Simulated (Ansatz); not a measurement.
`F[SiH2][O][GeH3]` + `N=CF` → `F/C=N/[SiH2]F` + `[OH][GeH3]` at 700 K and 1 bar (ligand exchange at the Si–O bond).

Program: Ansatz. Geometries: PBE0-D4/def2-TZVP. ΔE: electronic, gas phase. CCSD(T)/CBS is the MP2 limit (def2-TZVPP, def2-QZVPP) plus CCSD(T) − MP2 in def2-TZVPP, frozen cores. This one scheme is used for every species. For Ge outer-core shells are correlated without core-valence functions, which leaves a few kJ/mol of doubt a bond. Scalar relativity is left out up to krypton. One conformer a species, not always the lowest.

| species | CCSD(T)/CBS energy (Eh) | H − E (kJ/mol) | S (J/(mol·K)) |
| --- | --- | --- | --- |
| `F[SiH2][O][GeH3]` | -2543.28863 | 200.0 | 466.9 |
| `N=CF` | -193.72220 | 122.2 | 297.1 |
| `F/C=N/[SiH2]F` | -583.28846 | 180.0 | 420.6 |
| `[OH][GeH3]` | -2153.69723 | 141.7 | 338.7 |

H − E and S are ideal-gas, rigid-rotor, harmonic terms from PBE0-D4/def2-TZVP, for one conformer and one mirror image of each species. 1 Eh = 2625.50 kJ/mol, R = 8.31446 J/(mol·K).

By hand: ΔE, ΔH, ΔS and ΔG.

ΔE = (-583.28846) + (-2153.69723) − (-2543.28863) − (-193.72220) = 0.02514 Eh = 66.0 kJ/mol. Δ(H − E) = 180.0 + 141.7 − 200.0 − 122.2 = -0.5, so ΔH = 65.5 kJ/mol. ΔS = 420.6 + 338.7 − 466.9 − 297.1 = -4.7 J/(mol·K). ΔG = 65.5 − 700 × (-4.7)/1000 = 68.8 kJ/mol.

By hand: the equilibrium constant, and the temperature at which ΔG would vanish if ΔH and ΔS stayed fixed.

log₁₀ K = −ΔG/(RT ln 10) = -5.1. ΔH and −TΔS have one sign here, so there is no such temperature. One of them is within its doubt of zero, so this could turn.

The number of gas molecules stays the same, so ΔS is small and ΔH decides. A doubt of 5 kJ/mol in ΔE shifts log₁₀ K by 0.4 here. Other conformers and mirror images would add mixing entropy, several J/(mol·K) or more a flexible species. Modes under 60 cm⁻¹, often nearly free rotors, make the harmonic entropy too high. These are equilibria of isolated gas molecules and say nothing of rates. Largest T1 diagnostic: 0.013 (customary marks: 0.02 for closed shells, 0.045 for open ones).
